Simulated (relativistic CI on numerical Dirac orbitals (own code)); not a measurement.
**Mn6+: L2,3 absorption edge**

Computed with this model: Dirac-Coulomb-Breit CI, separate exchange-only KLI orbitals for each configuration, model QED, valence Slater integrals scaled by 0.9, multiplet model of core-to-valence dipole absorption; configurations [Ar] 3d → [He] 2s2 2p5 3s2 3p6 3d2; 10 K; Lorentzian 0.4 eV and Gaussian 0.3 eV FWHM. Energies are those of the free ion, without screening or charge transfer. The branching ratio is the share of the lower-energy edge in the whole absorption, uncertain by about 0.02 where the edges overlap. S is read from ⟨S²⟩ = S(S + 1).

Field parameters in Wybourne normalisation: Td as Oh with Dq negative (B⁴₀ = 21Dq, B⁴₄ = √(5/14) B⁴₀). The field is a parameter set, without covalency.

Case Td, 10Dq = -9200 cm⁻¹, the dichroism is that of the ground state at zero temperature, magnetised by exchange field 10 meV on Sz. The dichroism I(Δm = −1) − I(Δm = +1), over the sum of the three polarisations, integrates to -0.0574 on the lower edge and 0.0687 on the upper edge. The branching ratio is 0.529.

**Question.** Use the orbital sum rule with 9 holes to get ⟨Lz⟩.

**Answer.** For a p → d edge ⟨Lz⟩ = 2 × n_h × (sum of both integrals) in this sign convention = 0.20; the ground state itself has ⟨Lz⟩ = 0.23 and ⟨Sz⟩ = -0.50. The rule assumes one radial integral for both edges, which relativistic orbitals only approach.
